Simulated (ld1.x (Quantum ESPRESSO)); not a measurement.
Hf (Z = 72): one change to an RRKJ potential, before and after

```
Element                 : Hf (Z = 72)
Generator               : ld1.x (Quantum ESPRESSO) 7.5
Type                    : norm-conserving RRKJ (Kleinman–Bylander form)
Functional              : BP86
Relativity              : scalar-relativistic
Frozen core             : [Xe] 4f14
Valence charge          : 4
Reference configuration : 5d2 6s1.75 6p0.25
Partial waves           : 6p (bound): rc 4.20 bohr; 5d (bound): rc 2.30 bohr; 6s (bound): rc 2.30 bohr
Local potential         : the s channel
Core correction         : a·sin(br)/r model core, default radius (core density twice the valence density)
```

All-electron outer shells of the reference configuration (BP86, scalar-relativistic, ld1.x):

```json
{"shell": "5p", "level (eV)": "-36.06", "outermost node (bohr)": "0.60", "outermost maximum (bohr)": "1.16"}
{"shell": "4f", "level (eV)": "-17.32", "outermost node (bohr)": "–", "outermost maximum (bohr)": "0.45"}
{"shell": "6s", "level (eV)": "-5.49", "outermost node (bohr)": "1.37", "outermost maximum (bohr)": "2.89"}
{"shell": "5d", "level (eV)": "-3.13", "outermost node (bohr)": "0.67", "outermost maximum (bohr)": "1.69"}
{"shell": "6p", "level (eV)": "-1.67", "outermost node (bohr)": "1.66", "outermost maximum (bohr)": "4.00"}
```

Change: wave 6p (bound): rc 4.20 bohr becomes 6p (bound): rc 5.48 bohr.

Cutoffs: the cutoffs (Ry, on a coarse ladder) from which the occupation-weighted sum of valence levels, in a spherical-Bessel basis at the reference potential, stays within 10 and 1 mRy of its value at 400 Ry; they do not see the model core or the augmentation charge, which bear on the density cutoff. Errors are all-electron minus pseudo energies relative to the spin-unpolarised reference configuration.

Task: How do hardness, ghosts and transferability respond?

Result: The potential gets neither clearly harder nor softer (21 Ry and 30 Ry → 21 Ry and 30 Ry); of the 7 tests that both files solve, the error grows in 3 and shrinks in 2 by more than 15 % and 0.3 meV (median size 11.8 → 5.9 meV); neither file shows a bound ghost.

```tsv
quantity	base	changed
cutoff, loose	21 Ry	21 Ry
cutoff, tight	30 Ry	30 Ry
bound ghosts	none	none
error for 5d2 6s2 6p0, meV [ΔE -0.95 eV]	0.0	+0.5
error for 5d2 6s1 6p0, meV [ΔE 7.20 eV]	-4.2	-5.9
error for 5d2 6s0 6p0, meV [ΔE 21.56 eV]	-35	-40
error for 5d2 6s1.5 6p0, meV [ΔE 2.39 eV]	-1.4	-1.8
error for 5d2.5 6s1.5 6p0, meV [ΔE 0.31 eV]	-12	-10
error for 5d3 6s1 6p0, meV [ΔE 1.66 eV]	-36	-33
error for 5d2 6s0 6p1, meV [ΔE 11.93 eV]	-27	+1.9
```
